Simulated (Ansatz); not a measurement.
`[SiH3][GeH2][SiH3]`, relaxed with RKS PBE0-D4/def2-TZVP in Ansatz from a PBE-D4/def2-SVP geometry. The force threshold is 0.005 eV/Å; the program also tests the step.

Total charge 0; spin multiplicity 1.

Start:

```xyz
11

Si   -0.918   -1.207   -1.305
Ge   -0.776    0.305    0.548
Si    1.498    0.973    0.897
H    -0.066   -2.417   -1.034
H    -0.411   -0.525   -2.547
H    -2.335   -1.660   -1.544
H    -1.646    1.561    0.264
H    -1.331   -0.374    1.831
H     1.618    1.933    2.051
H     2.018    1.644   -0.346
H     2.348   -0.233    1.184
```

Problem. How much energy does the relaxation release, and in how many steps? (An estimate is asked.)

Solution. The calculation gave: 0.55 kcal/mol, in 5 steps.

Problem. Which bonds change most? (Best estimate.)

Solution. Computed: Si3–H9 from 1.506 to 1.487 Å; Si1–H6 from 1.506 to 1.487 Å; Si3–H10 from 1.505 to 1.487 Å; Si1–H5 from 1.505 to 1.487 Å.

Problem. Give the relaxed structure. (Best estimate.)

Solution. Computed: 
```xyz
11

Si   -0.917   -1.203   -1.301
Ge   -0.760    0.302    0.535
Si    1.493    0.975    0.895
H    -0.084   -2.406   -1.036
H    -0.417   -0.542   -2.536
H    -2.323   -1.632   -1.521
H    -1.632    1.542    0.261
H    -1.305   -0.377    1.806
H     1.592    1.919    2.039
H     2.018    1.643   -0.326
H     2.334   -0.218    1.182
```
